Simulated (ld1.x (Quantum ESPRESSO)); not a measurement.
## Reading a pseudo-wave (neodymium)

Columns: radius, all-electron u(r) and pseudo u(r) of the 5d shell (level -13.57 eV) of neodymium in the configuration [Kr] 4d10 4f4 5s2 5p6 5d0 6s0 6p0; PBE, scalar-relativistic, TM semilocal scheme, ld1.x (Quantum ESPRESSO) 7.5.

| r (bohr) | all-electron | pseudo |
| --- | --- | --- |
| 0.120 | 0.1707 | 0.0007 |
| 0.240 | 0.0869 | 0.0056 |
| 0.360 | -0.1474 | 0.0185 |
| 0.480 | -0.2776 | 0.0420 |
| 0.600 | -0.2723 | 0.0778 |
| 0.720 | -0.1790 | 0.1259 |
| 0.840 | -0.0461 | 0.1848 |
| 0.960 | 0.0946 | 0.2520 |
| 1.080 | 0.2264 | 0.3236 |
| 1.200 | 0.3416 | 0.3957 |
| 1.320 | 0.4377 | 0.4639 |
| 1.440 | 0.5146 | 0.5250 |
| 1.560 | 0.5735 | 0.5763 |
| 1.680 | 0.6165 | 0.6164 |
| 1.800 | 0.6456 | 0.6449 |
| 1.920 | 0.6630 | 0.6626 |
| 2.040 | 0.6706 | 0.6705 |
| 2.160 | 0.6703 | 0.6703 |
| 2.280 | 0.6635 | 0.6635 |
| 2.400 | 0.6516 | 0.6516 |
| 2.520 | 0.6357 | 0.6357 |
| 2.640 | 0.6169 | 0.6169 |
| 2.760 | 0.5958 | 0.5958 |
| 2.880 | 0.5732 | 0.5732 |
| 3.000 | 0.5494 | 0.5494 |
| 3.120 | 0.5249 | 0.5249 |

Problem. How many radial nodes do the two functions have?

Solution. The all-electron 5d function has n − l − 1 = 2; the pseudo-wave has 0, since the states of the same l below it are removed with the core.

Problem. At about which radius was the pseudo-wave matched?

Solution. 2.40 bohr. The columns agree to 0.0005 from 1.92 bohr on; several derivatives are matched, so the curves merge somewhat inside the radius.

Problem. Is the pseudo-wave norm-conserving?

Solution. Yes: the TM semilocal scheme keeps the norm inside the radius equal to the all-electron one, which fixes the energy derivative of the logarithmic derivative at the level.
